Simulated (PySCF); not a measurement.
Molecule: trimethylsilane (C[SiH](C)C, C₃H₁₀Si).

Atom-mapped SMILES (the numbers label the heavy atoms): `[CH3:1][SiH:2]([CH3:3])[CH3:4]`. Each H is labelled by its parent atom.

Geometry PBE0-D3(BJ)/def2-SVP throughout; GIAO in PySCF, gas phase, one conformer, non-relativistic; equivalent atoms averaged; basis pcSseg-2.

(1) How do the shifts δ (against TMS at the same level) depend on the functional? (ppm; last column core-seconds on shared hosts with different chips, so compare them loosely; the GGAs took longer than the global hybrids here, which isn't the general rule, and the cause wasn't traced)

(2) Which nucleus moves most, in ppm?

Results:

(1) 
```
functional                    kind  C1/C3/C4    Si2  H(Si2)  H(C1)/H(C3)/H(C4)  core-s
        HF            Hartree–Fock      -1.5  -14.4    3.96               0.08      12
       LDA                     LDA      -2.6  -18.9    4.73               0.07      24
       PBE                     GGA      -2.1  -17.0    4.50               0.08      29
      BLYP                     GGA      -1.8  -17.0    4.39               0.08      30
      BP86                     GGA      -2.1  -17.3    4.49               0.07      30
      OPBE                     GGA      -1.8  -14.8    4.40               0.08      31
       KT2                     GGA      -2.0  -17.1    4.46               0.07      31
       KT3                     GGA      -1.6  -15.2    4.26               0.08      31
     B97-D                     GGA      -1.8  -16.2    4.33               0.08      31
     B3LYP           global hybrid      -1.9  -16.7    4.28               0.08      21
      PBE0           global hybrid      -2.1  -16.5    4.35               0.07      22
  mPW1PW91           global hybrid      -2.0  -16.3    4.31               0.08      23
      WP04           global hybrid      -1.6  -15.6    3.70               0.07      26
     B97-2           global hybrid      -1.9  -16.0    4.25               0.08      25
 BHandHLYP           global hybrid      -1.8  -16.0    4.13               0.08      25
 CAM-B3LYP  range-separated hybrid      -2.0  -17.2    4.26               0.08      35
   wB97X-D  range-separated hybrid      -2.1  -17.1    4.30               0.07      34
   LC-wPBE  range-separated hybrid      -2.2  -17.2    4.22               0.07      44
```

(2) Si2 (silicon bonded to 3 C, H): from -18.9 ppm with LDA to -14.4 ppm with HF. The smallest spread is 0.02 ppm, at H(C1)/H(C3)/H(C4). Proton shifts span only some 12 ppm, so a few tenths of a ppm matter as much there as several ppm in carbon.
